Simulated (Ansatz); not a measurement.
Two isomers of C2H10NPSi: A = `CC([SiH3])NP`, B = `C[SiH](C)NP`.

Calculated with Ansatz (gas phase, PBE0-D4/def2-TZVP geometries, no zero-point term in ΔE). CBS: MP2 limit from def2 TZ/QZ plus the TZ coupled-cluster correction, frozen cores. DFT in def2-TZVPP. One conformer a species, not always the lowest.

A:

Z-matrix (Å, degrees):
```
C
C 1 1.524
H 1 1.092 2 111.4
H 1 1.093 2 111.0 3 -121.2
H 1 1.095 2 110.6 3 119.6
Si 2 1.904 1 109.8 3 59.6
N 2 1.454 1 109.5 3 -175.4
H 2 1.104 1 107.8 3 -54.2
H 6 1.486 2 111.2 1 71.4
H 6 1.485 2 113.4 1 -163.5
H 6 1.490 2 105.0 1 -46.1
P 7 1.691 2 120.6 1 -153.4
H 7 1.010 2 113.0 1 57.6
H 12 1.432 7 104.7 2 -101.9
H 12 1.419 7 99.1 2 162.3
```

B:

Z-matrix (Å, degrees):
```
C
Si 1 1.865
H 1 1.093 2 111.1
H 1 1.094 2 110.4 3 120.2
H 1 1.092 2 111.3 3 -120.5
C 2 1.867 1 111.8 3 -57.8
N 2 1.737 1 110.5 3 62.0
H 2 1.494 1 107.9 3 -178.7
H 6 1.093 2 111.4 1 -179.5
H 6 1.093 2 111.1 1 59.7
H 6 1.093 2 110.5 1 -59.9
P 7 1.702 2 127.9 1 60.2
H 7 1.007 2 118.5 1 -131.5
H 12 1.425 7 100.8 2 -55.5
H 12 1.427 7 100.8 2 38.8
```

Task: Which is lower in electronic energy at CCSD(T)/CBS, and by how much? (An estimate is asked.)

Result: Ansatz gave: B, by 47.6 kcal/mol.

Task: Give E(B) − E(A) in kcal/mol with PBE0-D4, MP2/def2-TZVPP, CCSD(T)/def2-TZVPP, B2PLYP, r2SCAN-D4, CCSD/def2-TZVPP, PBE-D4. (Estimate.)

Result: Ansatz gave: PBE0-D4 -45.8, MP2/def2-TZVPP -48.2, CCSD(T)/def2-TZVPP -46.8, B2PLYP -47.9, r2SCAN-D4 -48.3, CCSD/def2-TZVPP -47.3, PBE-D4 -44.5. None reverses the order clearly.

Largest T1 diagnostic: 0.011.

In def2-TZVPP, CCSD(T) changes the Hartree–Fock value by +2.3 kcal/mol (the triples alone add +0.6 kcal/mol) and MP2 by +0.9 kcal/mol. From PBE to PBE0 (25 % exact exchange), in def2-TZVPP and without D4, E(B) − E(A) moves by −1.2 kcal/mol.
